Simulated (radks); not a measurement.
Removal energies from the germanium ion Ge7+, [Ar] 3d7, by Delta-SCF beside the eigenvalue of the level emptied. All-electron calculation, scalar-relativistic Kohn-Sham, LDA (Slater exchange, Perdew-Wang correlation), spin-polarised, spherical densities, finite nucleus; Fermi nuclear charge, rms radius of each element as measured or else 0.836 A^(1/3) + 0.57 fm. Program: a radial shooting solver on a logarithmic mesh with Libxc functionals. Open shells are filled with parallel spins first.

removed from       final configuration  Delta-SCF (eV)  -eigenvalue (eV)
3d                            [Ar] 3d6          176.62            161.15
3p                    [Ne] 3s2 3p5 3d7          264.41            248.85
3s                    [Ne] 3s1 3p6 3d7          317.76            302.00
2p            [He] 2s2 2p5 3s2 3p6 3d7          1386.8            1344.7
